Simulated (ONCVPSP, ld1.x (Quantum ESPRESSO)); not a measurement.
**Pseudopotentials across the periodic table**

Generated with ld1.x 7.5 (TM, RRKJ, ultrasoft, PAW), atompaw 4.2 or ONCVPSP 4.0.1. The cutoff is in Ry: for ld1.x and atompaw files where the sum of valence levels is converged to 10 mRy in a Bessel basis, for ONCV files where the hardest occupied wave has 1 mHa per electron of residual kinetic energy. The error is the largest all-electron minus pseudo excitation energy over each file’s own four to seven test configurations (ionisations up to +4, promotions, holes and added fractions of an electron), all of which were solved. The labels leave out finer settings (local radius, basis sizes, second energies), which also bear on the numbers. Spin-polarised tests are not counted. The rows are a selection from randomly drawn settings: files with unsolved tests, undetermined cutoffs or missed reference levels are left out.

A true bound ghost makes a file unfit for plane-wave use even where its test errors are small: the radial tests pick states by their node count and pass the ghost by.

| element | potential | cutoff (Ry) | largest error (meV) | bound ghosts |
| --- | --- | --- | --- | --- |
| B | ONCV, LDA (Perdew-Wang 92), scalar-relativistic, rc 1.20/2.80/2.75 (spd), local smoothed, core correction no, reference 2s2 2p1, qcut 5.6/4/3, projectors 3/2/2 | 24 | +321 | s |
| F | ONCV, LDA (Perdew-Zunger), scalar-relativistic, rc 0.80/1.35/1.40 (spd), local smoothed, core correction no, reference 2s2 2p5, qcut 9/14.4/10.1, projectors 2/2/1 | 212 | +484 | none |
| Ne | ONCV, PBE, scalar-relativistic, rc 0.50/1.55/1.60 (spd), local smoothed, core correction yes, reference 2s2 2p6, qcut 12/7.4/7, projectors 3/2/1 | 1530 | +3565 | s |
| Fe | ONCV, PBEsol, scalar-relativistic, rc 1.45/1.05/1.20 (spd), local smoothed, core correction yes, reference 3s2 3p6 3d7 4s1, qcut 6.7/15/12.4, projectors 2/1/1 | 135 | +31 | none |
| Ge | ONCV, PBEsol, scalar-relativistic, rc 0.90/0.95/1.30 (spd), local smoothed, core correction no, reference 3s2 3p6 3d10 4s2 4p2, qcut 17.7/11.5/13.1, projectors 2/2/2 | 197 | -233 | none |
| Ba | ONCV, PBE, scalar-relativistic, rc 3.70/3.36/3.30 (spd), local smoothed, core correction no, reference 5s2 5p6 6s2, qcut 4.2/6.7/4.6, projectors 2/2/2 | 9 | +307 | none |
| Pt | ONCV, LDA (Perdew-Zunger), scalar-relativistic, rc 2.15/2.30/2.50/0.55 (spdf), local smoothed, core correction yes, reference 4f14 5d9.5 6s0.5, qcut 2.5/4.1/5.4/27, projectors 1/2/2/3 | 682 | -2308 | s, p, d |

Q: Fill in the row for W: PAW, PBE, scalar-relativistic, rc 2.80/2.85/2.85 (spd), local smoothed, core correction yes, reference 5d4 6s1.75 6p0.25.

A: cutoff 12 Ry, largest error -186 meV, bound ghosts: none.
